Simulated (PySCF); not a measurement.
PySCF 2.14 output of an unrestricted CAM-B3LYP calculation on a single atom or ion in def2-QZVPPD, with no relativity, point nucleus:

```
SCF conv_tol = 1e-09
number electrons alpha = 18  beta = 15
    T. Yanai, D. P. Tew, and N. C. Handy.,  Chem. Phys. Lett. 393, 51 (2004)
cycle= 1 E= -2401.30446378827  delta_E= -0.0122  |g|= 0.108  |ddm|= 0.156
cycle= 2 E= -2401.30462200792  delta_E= -0.000158  |g|= 0.0926  |ddm|= 0.0482
cycle= 3 E= -2401.3053011145  delta_E= -0.000679  |g|= 0.00334  |ddm|= 0.0205
cycle= 4 E= -2401.30530223577  delta_E= -1.12e-06  |g|= 0.000156  |ddm|= 0.00187
cycle= 5 E= -2401.30530224354  delta_E= -7.77e-09  |g|= 1.37e-05  |ddm|= 0.000204
cycle= 6 E= -2401.30530224363  delta_E= -9.37e-11  |g|= 1.66e-06  |ddm|= 3.15e-05
converged SCF energy = -2401.30530224363  <S^2> = 3.7504019  2S+1 = 4.0002009
```

The run itself started from symmetry-adapted Hartree-Fock orbitals and held the occupation by maximum overlap, on a logarithmic radial grid, so the iterations belong to that start.

**Question.** Which element, charge and spin multiplicity is this?

**Answer.** Se⁺ (selenium, charge +1), multiplicity 4; the state was [Ar] 3d10 4s2 4p3, high-spin 4S determinant.
